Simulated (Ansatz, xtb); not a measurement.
## Relative energy of two structures of CHBGe

We compare a, `B=[C]=[Ge]`, a singlet, with b, a singlet given by its coordinates. Both are isolated molecules in the gas phase, relaxed with B3LYP-D3(BJ)/def2-SVP.

a (Å):

```xyz
4

C     0.0000    0.0000   -0.5393
B     0.0000    0.0000    0.8316
Ge    0.0000    0.0000   -2.3076
H     0.0000    0.0000    2.0153
```

b (Å):

```xyz
4

C    -0.8070   -0.4894    0.0466
B    -0.4105    0.8204    0.0289
Ge    0.4979    0.1724    1.6132
H    -1.2026   -1.4933   -0.0704
```

Close contacts (Å): C1–B2 1.37, C1–Ge3 2.14, B2–Ge3 1.94, C1–H4 1.09.

Energies in hartree; the thermal terms are from B3LYP-D3(BJ)/def2-SVP harmonic frequencies (ideal gas, rigid rotor, one conformer each, 298.15 K, 1 atm) and include the zero-point energy:

|  | a | b |
| --- | --- | --- |
| E, CCSD(T)/def2-TZVPP | −2138.933016 | −2138.911800 |
| zero-point energy | 0.015816 | 0.017092 |
| H(298 K) − E | 0.020811 | 0.021511 |
| G(298 K) − E | −0.009149 | −0.009010 |

Problem. Work out ΔE, ΔE₀, ΔH and ΔG for a → b in kcal/mol (1 Eh = 627.51 kcal/mol) and the equilibrium ratio [b]/[a].

Solution. 1. ΔE = −2138.911800 − (−2138.933016) = +0.021216 Eh = +13.31 kcal/mol.
2. ΔE₀ = ΔE + ΔZPE = +0.021216 + (+0.001276) Eh = +14.11 kcal/mol.
3. ΔH = ΔE + (+0.000700) Eh = +13.75 kcal/mol.
4. ΔG = ΔE + (+0.000139) Eh = +13.40 kcal/mol, so ΔS = (ΔH − ΔG)/T = +4.9 J/(mol K).
5. kT = 0.9442 mEh, so K = [b]/[a] = exp(−ΔG/kT) = exp(−22.62) ≈ 1.5 × 10^−10.

Structure a is favoured at this temperature. An error of 1 kcal/mol in ΔG would change K by a factor of 5.4. Mirror images and further conformers aren't counted.

Other levels gave ΔE = +30.0 (GFN2-xTB); +19.7 (HF/STO-3G, GFN2-xTB geometries); +16.5 (r2SCAN-D4/def2-SVP, GFN2-xTB geometries); +18.9 (B3LYP-D3(BJ)/def2-SVP); +22.1 (HF/def2-TZVPP); +15.0 (MP2/def2-TZVPP) kcal/mol. The correlated steps freeze 11 core orbitals; the filled d shell of Ge is correlated, in a basis made for valence electrons. Programs: Ansatz 0.2.0, xtb 6.7.1.
